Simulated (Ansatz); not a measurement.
Consider the isomerisation: `N[Si@H](F)[Si@@H](N)F` → `N[SiH2][Si](N)(F)F`.

Calculated with Ansatz (gas phase, PBE0-D4/def2-TZVP geometries, no zero-point term in ΔE). CCSD(T)/CBS is the MP2 limit (def2-TZVPP, def2-QZVPP) plus CCSD(T) − MP2 in def2-TZVPP, frozen cores. DFT in def2-TZVPP. B3LYP here is the variant with VWN-RPA as its local correlation; programs differ in this. Each species was taken in one conformer, which may not be the lowest.

```csv
level,ΔE (kJ/mol),difference from CCSD(T)/CBS
PBE-D4,-1.4,2.3
r2SCAN-D4,-5.1,-1.4
PBE0-D4,-4.0,-0.3
B3LYP-D4,-2.5,1.2
ωB97X-V,-2.7,1.0
PBE,-0.9,2.8
r2SCAN,-5.1,-1.4
PBE0,-3.7,0.0
B3LYP,-1.7,2.0
MP2/def2-TZVPP,-3.0,0.7
SCS-MP2/def2-TZVPP,-2.6,1.1
CCSD(T)/def2-TZVPP,-4.3,-0.6
SCS-MP2/def2-QZVPP,-2.4,1.3
HF/CBS(def2),-6.8,-3.1
MP2/CBS(def2),-2.3,1.4
CCSD/CBS(def2),-4.4,-0.7
CCSD(T)/CBS,-3.7,0
```

Largest T1 diagnostic among the species: 0.012.
